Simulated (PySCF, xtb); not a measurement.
Al(OH)2(SH) (AlH₃O₂S), SMILES [OH][Al]([OH])[SH].

GFN2-xTB run with xtb at its own geometry gives an orbital gap of 3.57 eV and a dipole moment of 2.76 D.

Geometry optimised at PBE0-D3(BJ)/def2-SVP. Other conformers were not sampled.

### Question
What does B3LYP/def2-TZVPD in PySCF give? (The exact figures need the calculation; the answer reports its results.)

### Answer
gap 6.24 eV (levels -7.48 and -1.23 eV), dipole 0.99 D.
